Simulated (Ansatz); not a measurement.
**Molecular dynamics of BBrO**

Input:

```yaml
crystal:
  periodic: [false, false, false]
  atoms:
    - { symbol: O, position_ang: [1.234212, 0.085041, 0.687951] }
    - { symbol: B, position_ang: [0.184035, 0.012644, 0.102578] }
    - { symbol: Br, position_ang: [-1.418237, -0.097685, -0.790529] }
basis:
  gaussian: { orbitals: def2-SVP }
hamiltonian:
  xc: pbe0
  dispersion: d4
md:
  timestep: 6.0
  n_steps: 40
  ensemble: nve
  temperature: 400.0
  initial_velocities: maxwell_boltzmann
  seed: 667121
scf:
  lower_state_search: "off"
```

Run as:

```bash
$ ansatz run input.yaml --threads 1 --pin off --max-ram 2048MiB --backend cpu --events-out ev --progress --plain --runs-dir out
```

It starts from a relaxed structure.

Output, in part (step lines, the closing report, with atoms numbered from 0):

```
md step     0: t =     0.00 fs  T =   400.0 K  F+E_penalty+E_count = -72749.78167017 eV  E_kin = 0.051704 eV  conserved = -72749.72996617 eV  (14 SCF iters)
md step     7: t =    42.00 fs  T = 475947.6 K  F+E_penalty+E_count = -72737.44123742 eV  E_kin = 61.520985 eV  conserved = -72675.92025224 eV  (60 SCF iters)
md step     8: t =    48.00 fs  T = 469720.0 K  F+E_penalty+E_count = -72736.41255100 eV  E_kin = 60.716005 eV  conserved = -72675.69654588 eV  (86 SCF iters)
md step     9: t =    54.00 fs  T = 456309.3 K  F+E_penalty+E_count = -72734.51844374 eV  E_kin = 58.982538 eV  conserved = -72675.53590598 eV  (77 SCF iters)
md step    10: t =    60.00 fs  T = 445148.8 K  F+E_penalty+E_count = -72733.04625903 eV  E_kin = 57.539928 eV  conserved = -72675.50633067 eV  (65 SCF iters)
md step    11: t =    66.00 fs  T = 439696.3 K  F+E_penalty+E_count = -72732.43333101 eV  E_kin = 56.835143 eV  conserved = -72675.59818834 eV  (98 SCF iters)
md step    12: t =    72.00 fs  T = 438030.1 K  F+E_penalty+E_count = -72732.23374967 eV  E_kin = 56.619775 eV  conserved = -72675.61397426 eV  (119 SCF iters)
md step    13: t =    78.00 fs  T = 437361.8 K  F+E_penalty+E_count = -72732.15374105 eV  E_kin = 56.533387 eV  conserved = -72675.62035356 eV  (64 SCF iters)
[... lines left out ...]
md step    37: t =   222.00 fs  T = 435512.7 K  F+E_penalty+E_count = -72731.91710027 eV  E_kin = 56.294366 eV  conserved = -72675.62273435 eV  (107 SCF iters)
md step    38: t =   228.00 fs  T = 435498.0 K  F+E_penalty+E_count = -72731.91520412 eV  E_kin = 56.292469 eV  conserved = -72675.62273533 eV  (108 SCF iters)
md step    39: t =   234.00 fs  T = 435484.2 K  F+E_penalty+E_count = -72731.91342379 eV  E_kin = 56.290688 eV  conserved = -72675.62273619 eV  (62 SCF iters)
md step    40: t =   240.00 fs  T = 435471.2 K  F+E_penalty+E_count = -72731.91174893 eV  E_kin = 56.289012 eV  conserved = -72675.62273695 eV  (62 SCF iters)
Total energy: -72731.91178269 eV, -2672.8484585535 hartree
Atom 0 at    18.704466    10.067281    10.838910 Å, force     0.000600    -0.000003     0.000332 eV/Å
Atom 1 at    45.021232     8.157975    25.332806 Å, force    -0.001076    -0.000074    -0.000600 eV/Å
Atom 2 at   -10.982172    -3.198367    -6.236363 Å, force     0.000475     0.000077     0.000267 eV/Å
Dipole moment:    16.429994     2.684540     9.231157 e Å
```

The steps, from the saved trajectory:

```
time (fs)   T (K)  potential energy less start (eV)  conserved less start (meV/atom)
      0.0     400                             0.000                             0.00
      6.0     355                             0.034                             9.38
     12.0    1490                             0.292                           144.34
     18.0    1225                             2.939                          1015.15
     24.0   24316                             3.448                          2179.95
     30.0  139266                            23.727                         13892.29
     36.0  482947                            12.231                         24868.34
     42.0  475948                            12.340                         24603.24
     48.0  469720                            13.369                         24677.81
     54.0  456309                            15.263                         24731.35
     60.0  445149                            16.735                         24741.21
     66.0  439696                            17.348                         24710.59
     72.0  438030                            17.548                         24705.33
     78.0  437362                            17.628                         24703.20
     84.0  436999                            17.674                         24702.75
     90.0  436746                            17.706                         24702.62
     96.0  436555                            17.730                         24702.55
    102.0  436405                            17.750                         24702.51
    108.0  436283                            17.765                         24702.48
    114.0  436182                            17.778                         24702.46
    120.0  436096                            17.789                         24702.45
    126.0  436023                            17.799                         24702.44
    132.0  435960                            17.807                         24702.43
    138.0  435905                            17.814                         24702.43
    144.0  435856                            17.820                         24702.43
    150.0  435812                            17.826                         24702.42
    156.0  435773                            17.831                         24702.42
    162.0  435738                            17.835                         24702.42
    168.0  435706                            17.840                         24702.42
    174.0  435677                            17.843                         24702.42
    180.0  435650                            17.847                         24702.41
    186.0  435626                            17.850                         24702.41
    192.0  435603                            17.853                         24702.41
    198.0  435582                            17.856                         24702.41
    204.0  435563                            17.858                         24702.41
    210.0  435545                            17.860                         24702.41
    216.0  435528                            17.863                         24702.41
    222.0  435513                            17.865                         24702.41
    228.0  435498                            17.866                         24702.41
    234.0  435484                            17.868                         24702.41
    240.0  435471                            17.870                         24702.41
```

All steps were run. The conserved energy changed by up to 25000 meV per atom, so the integration failed: the time step of 6 fs is too long for the fastest motions that this run met, and the later frames carry no physical meaning.

Parted: O1–B2 1.20 → 30.10 Å, B2–Br3 1.84 → 65.28 Å. It ends as B + Br + O. Pairs count as bonded within 1.25 times the sum of covalent radii (0.12 Å more for H–H).

Last frame:

```xyz
3
Properties=species:S:1:pos:R:3
O 18.704 10.067 10.839
B 45.021 8.158 25.333
Br -10.982 -3.198 -6.236
```

The run took 95 s on 1 thread of Intel(R) Xeon(R) Platinum 8259CL CPU @ 2.50GHz (Skylake/Cascade Lake), with other jobs on the host, peak memory 0.14 GiB.
